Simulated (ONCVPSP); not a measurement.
## Transferability test, ONCV potential for Be

| Item | Value |
| --- | --- |
| Element | Be |
| Generator | ONCVPSP 4.0.1 |
| Type | optimised norm-conserving Vanderbilt (ONCV) |
| Functional | PBE |
| Relativity | scalar-relativistic |
| Frozen core | none |
| Valence charge | 4 |
| Reference configuration | 1s2 2s2 |
| Partial waves | 1s+2s: rc 0.70 bohr, ncon 3, nbas 6, qcut 21.1 1/bohr, 2 projectors; p scattering state at 0.42 Ha: rc 0.75 bohr, ncon 3, nbas 6, qcut 11.8 1/bohr, 3 projectors, debl 0.9 Ha; d scattering state at 0.36 Ha: rc 0.55 bohr, ncon 3, nbas 7, qcut 18.4 1/bohr, 2 projectors, debl 3 Ha |
| Local potential | polynomial inside 0.50 bohr (lpopt 5, dvloc0 0 Ha) |
| Core correction | none |

Energies are relative to the spin-unpolarised reference configuration 1s2 2s2; without spin polarisation the order of configurations can differ from experiment.

```csv
valence configuration,charge,ΔE all-electron (eV),error AE − PS (meV)
1s2 2s1,+1,9.551,+0.4
1s2 2s1.5,+0.5,3.761,+0.1
1s2 2s1 2p1,0,3.612,+0.2
```

**Question.** What are ΔE and the potential's error for 1s2 2s0?

**Answer.** ΔE = 27.499 eV all-electron; the error (AE − PS) is +2.4 meV.

Levels in the configuration 1s2 2s0:

| level | all-electron (eV) | pseudo (eV) |
| --- | --- | --- |
| 1s | -132.283 | -132.222 |

Note: ghosts flagged at negative energy: p at -20.7 eV; no localised positive-energy state flagged. A true bound ghost makes a file unfit for plane-wave use.
